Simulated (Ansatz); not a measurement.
Molecule: 3-iodoselenophene, C4H3ISe, charge 0, multiplicity 1. 
Geometry from a B3LYP-D3(BJ)/def2-TZVP (Ansatz, an electronic-structure program) optimisation:
```
C
C 1 1.3549
H 2 1.0763 1 128.06
C 1 1.4302 2 116.17 3 -180.00
C 4 1.3564 1 114.00 2 0.00
H 5 1.0776 4 127.34 1 180.00
H 4 1.0802 5 123.37 6 0.00
Se 5 1.8699 6 120.73 4 180.00
I 1 2.1017 2 122.37 3 0.00
```
Charge 0, spin multiplicity 1.

Total electronic energies in hartree. Valence correlation only, unless marked. Spin-orbit coupling is left out. The frozen core is the preceding noble-gas configuration, with the filled d and f shells of earlier blocks. Past Kr the def2 sets carry scalar-relativistic core potentials. STO-3G rows are all-electron and non-relativistic. CBS(X,Y): correlation extrapolated as X^-3; Hartree-Fock from the larger set.

The Hartree-Fock reference is unstable (checked in the largest basis), which strains HF and MP2. 

```tsv
level	program	energy (Eh)
RI-HF/def2-TZVPPD	Ansatz	-2849.74302
r2SCAN0-D4/def2-TZVPD	Ansatz + dftd4	-2853.49221
CAM-B3LYP/def2-TZVPD	Ansatz	-2853.55809
MP2/STO-3G	Ansatz	-9375.86302
CCSD/STO-3G	Ansatz	-9375.91177
CCSD/def2-TZVPP	Ansatz	-2850.69683
CCSD/def2-QZVPPD	Ansatz	-2850.81399
CCSD(T)/def2-TZVPP	Ansatz	-2850.75098
CCSD(T)/CBS(def2-TZVPPD,def2-QZVPPD)	Ansatz	-2850.9206
```

Totals of different functionals don't rank their quality; only differences between species are comparable.
